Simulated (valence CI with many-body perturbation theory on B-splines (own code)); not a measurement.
Au XXXVIII: E2, M1 decay

Method: valence CI with perturbative core correlation (CI+MBPT): six valence electrons over a frozen Dirac-Fock core [Kr], a basis of 7 s, 7 p, 8 d, 6 f, 4 g, 1 h functions for each j, with the one-electron correlation potential Σ1 (screened to all orders), the two-electron term Σ2, the three-electron term Σ3, Breit, model QED; selected single and double excitations, second order for the rest, scaled by the run's own slope (own B-spline code, finite nucleus).

The last digits are not significant, and no measured levels were compared; by estimate large intervals hold to a few tenths of a per cent, small ones and those within an open d or f shell to about a per cent. Core correlation moves these levels by up to 9800 cm⁻¹, and in measured spectra 5 to 20 % of such shifts remained as error; rates that hang on mixing are uncertain with them. Among the levels kept, up to 730 cm⁻¹ of a level comes from second order outside the variational space, and about a tenth of that is noise between levels of different J, which matters for small intervals. Only levels of the ground parity were solved; by the run's estimate the other parity begins above the list, which can be wrong where configurations are misplaced.

Lines 1 to 50 of 113 in falling wavelength, among levels below 864800 cm⁻¹, chosen from the decays that carry over 1 % of a level's rate. Wavelengths and rates use the calculated energies. Electric multipoles are in the length gauge with retardation, E1 and E2 with the static RPA response of the core. M1 uses the relativistic operator with retardation. Weak lines are less certain than strong ones. Lines between different terms over intervals too small for the method are left out, as are lines whose strength nearly cancels. The highest levels of a list are the least certain.

Levels are named by their leading jj configuration (3d3/2^4 stands for four electrons in 3d with j = 3/2), which in mixed levels can hold well under half, so a name can repeat and another be missing. Letters in brackets count levels of one name in rising energy.

```csv
λ vac (nm),Upper,Lower,Type,A (s⁻¹),Branch %
4190,(4d3/2^3 4d5/2^3) J=6,(4d3/2^3 4d5/2^3) J=5,M1,8.09e-02,1.6
416.6,(4d3/2^4 4d5/2^2) J=2,(4d3/2^4 4d5/2^2) J=4,E2,4.09e-03,100.0
228.1,(4d3/2^3 4d5/2^3) J=2 [b],(4d3/2^3 4d5/2^3) J=3 [b],M1,5.13e+02,2.4
222.4,(4d3/2^3 4d5/2^3) J=4 [b],(4d3/2^3 4d5/2^3) J=3 [b],M1,2.11e+02,4.3
176.1,(4d3/2^3 4d5/2^3) J=3 [c],(4d3/2^3 4d5/2^3) J=2 [a],M1,5.18e+02,1.2
173.1,(4d3/2^4 4d5/2^2) J=0,(4d3/2^4 4d5/2^2) J=2,E2,1.17e+00,100.0
165.4,(4d3/2^3 4d5/2^3) J=3 [b],(4d3/2^3 4d5/2^3) J=3 [a],M1,1.07e+03,1.6
142.4,(4d3/2^3 4d5/2^3) J=4 [b],(4d3/2^3 4d5/2^3) J=5,M1,4.50e+02,9.2
138.4,(4d3/2^3 4d5/2^3) J=0,(4d3/2^3 4d5/2^3) J=1 [a],M1,4.50e+03,88.8
116.0,(4d3/2^3 4d5/2^3) J=1 [b],(4d3/2^3 4d5/2^3) J=1 [a],M1,2.15e+03,3.2
113.1,(4d3/2^3 4d5/2^3) J=2 [b],(4d3/2^3 4d5/2^3) J=1 [a],M1,4.33e+02,2.0
101.9,(4d3/2^3 4d5/2^3) J=4 [b],(4d3/2^3 4d5/2^3) J=4 [a],M1,1.31e+03,26.7
95.87,(4d3/2^3 4d5/2^3) J=2 [b],(4d3/2^3 4d5/2^3) J=3 [a],M1,4.20e+03,19.7
95.40,(4d3/2^2 4d5/2^4) J=0 [a],(4d3/2^3 4d5/2^3) J=1 [b],M1,5.56e+03,1.6
92.84,(4d3/2^3 4d5/2^3) J=1 [a],(4d3/2^4 4d5/2^2) J=0,M1,1.39e+04,9.1
80.99,(4d3/2^2 4d5/2^4) J=3 [a],(4d3/2^3 4d5/2^3) J=2 [b],M1,5.71e+03,2.3
77.79,(4d3/2^2 4d5/2^4) J=5,(4d3/2^3 4d5/2^3) J=4 [b],M1,1.49e+04,10.1
67.91,(4d3/2^2 4d5/2^4) J=3 [b],(4d3/2^3 4d5/2^3) J=4 [b],M1,2.76e+04,16.7
67.39,(4d3/2^2 4d5/2^4) J=3 [b],(4d3/2^3 4d5/2^3) J=2 [b],M1,5.30e+03,3.2
66.85,(4d3/2^3 4d5/2^3) J=3 [a],(4d3/2^4 4d5/2^2) J=2,M1,3.34e+04,24.1
64.45,(4d3/2^2 4d5/2^4) J=1,(4d3/2^3 4d5/2^3) J=2 [b],M1,2.60e+04,12.8
63.53,(4d3/2^2 4d5/2^4) J=1,(4d3/2^3 4d5/2^3) J=1 [b],M1,3.14e+04,15.4
63.25,(4d3/2 4d5/2^5) J=3,(4d3/2^2 4d5/2^4) J=4 [c],M1,3.15e+04,9.2
63.07,(4d3/2^2 4d5/2^4) J=4 [b],(4d3/2^3 4d5/2^3) J=3 [c],M1,5.91e+03,4.4
63.02,(4d3/2^2 4d5/2^4) J=4 [a],(4d3/2^3 4d5/2^3) J=3 [b],M1,8.16e+03,3.1
60.60,(4d3/2^2 4d5/2^4) J=4 [b],(4d3/2^3 4d5/2^3) J=4 [b],M1,1.44e+03,1.1
60.44,(4d3/2^3 4d5/2^3) J=1 [a],(4d3/2^4 4d5/2^2) J=2,M1,1.40e+05,90.9
60.24,(4d3/2 4d5/2^5) J=2,(4d3/2^2 4d5/2^4) J=2 [c],M1,1.80e+04,4.8
59.77,(4d3/2^2 4d5/2^4) J=3 [a],(4d3/2^3 4d5/2^3) J=3 [b],M1,1.10e+04,4.5
59.59,(4d3/2^2 4d5/2^4) J=2 [b],(4d3/2^3 4d5/2^3) J=2 [b],M1,5.83e+03,3.8
58.80,(4d3/2^2 4d5/2^4) J=2 [b],(4d3/2^3 4d5/2^3) J=1 [b],M1,2.55e+03,1.7
58.36,(4d3/2^2 4d5/2^4) J=1,(4d3/2^3 4d5/2^3) J=0,M1,3.96e+04,19.4
58.00,(4d3/2 4d5/2^5) J=3,(4d3/2^2 4d5/2^4) J=2 [c],M1,5.24e+04,15.2
57.91,(4d3/2^2 4d5/2^4) J=3 [a],(4d3/2^3 4d5/2^3) J=2 [a],M1,3.17e+04,13.0
57.61,(4d3/2^3 4d5/2^3) J=3 [a],(4d3/2^4 4d5/2^2) J=4,M1,1.05e+05,75.9
56.78,(4d3/2^2 4d5/2^4) J=0 [b],(4d3/2^2 4d5/2^4) J=1,M1,1.30e+04,5.9
55.48,(4d3/2^2 4d5/2^4) J=2 [a],(4d3/2^3 4d5/2^3) J=1 [a],M1,7.10e+04,22.1
55.29,(4d3/2^3 4d5/2^3) J=4 [a],(4d3/2^4 4d5/2^2) J=4,M1,1.31e+05,100.0
54.37,(4d3/2^2 4d5/2^4) J=4 [a],(4d3/2^3 4d5/2^3) J=5,M1,3.83e+04,14.4
52.35,(4d3/2^2 4d5/2^4) J=0 [a],(4d3/2^3 4d5/2^3) J=1 [a],M1,3.52e+05,98.4
52.02,(4d3/2^2 4d5/2^4) J=3 [b],(4d3/2^3 4d5/2^3) J=3 [b],M1,6.79e+04,41.1
51.57,(4d3/2^3 4d5/2^3) J=1 [b],(4d3/2^4 4d5/2^2) J=0,M1,5.63e+04,85.2
50.99,(4d3/2^2 4d5/2^4) J=2 [a],(4d3/2^3 4d5/2^3) J=3 [a],M1,2.44e+05,75.9
50.92,(4d3/2^2 4d5/2^4) J=5,(4d3/2^3 4d5/2^3) J=6,M1,8.17e+04,55.5
50.61,(4d3/2^2 4d5/2^4) J=3 [b],(4d3/2^3 4d5/2^3) J=2 [a],M1,4.41e+04,26.7
50.47,(4d3/2^2 4d5/2^4) J=2 [c],(4d3/2^3 4d5/2^3) J=3 [c],M1,7.09e+04,29.3
50.30,(4d3/2^2 4d5/2^4) J=5,(4d3/2^3 4d5/2^3) J=5,M1,4.21e+04,28.6
49.04,(4d3/2 4d5/2^5) J=2,(4d3/2^2 4d5/2^4) J=2 [b],M1,5.88e+04,15.8
48.93,(4d3/2^2 4d5/2^4) J=1,(4d3/2^3 4d5/2^3) J=2 [a],M1,2.76e+04,13.5
48.86,(4d3/2^3 4d5/2^3) J=2 [a],(4d3/2^4 4d5/2^2) J=2,M1,9.09e+04,99.6
```
